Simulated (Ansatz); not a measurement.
Gas-phase electronic energies from Ansatz, PBE0-D4/def2-TZVP geometries. CCSD(T)/CBS adds triple-zeta CCSD(T) − MP2 to the extrapolated MP2 energy (def2 sets, frozen cores). This one scheme is used for every species. Functionals use def2-TZVPP. For Se outer-core shells are correlated without core-valence functions, which leaves a few kJ/mol of doubt a bond. Scalar relativity is left out up to krypton. One conformer a species, not always the lowest.

Consider the substitution at a C–Se bond: `CC[SeH]` + `OBCl` → `CCOBCl` + H₂Se.

```csv
level,ΔE (kJ/mol)
BHLYP,28.9
HF/def2-QZVPP,24.7
```

Task: What does CCSD(T)/CBS give? (Estimate.)

Result: Computed: +38.6 kJ/mol. The listed levels differ from it by -9.7, -13.9 kJ/mol.

Largest T1 diagnostic among the species: 0.012.

At CCSD(T), def2-SVP lies −19.7 kJ/mol from the extrapolated value and def2-TZVPP −2.2 kJ/mol. In def2-TZVPP, CCSD(T) changes the Hartree–Fock value by +11.2 kJ/mol (the triples alone add +1.4 kJ/mol) and MP2 by +19.8 kJ/mol.
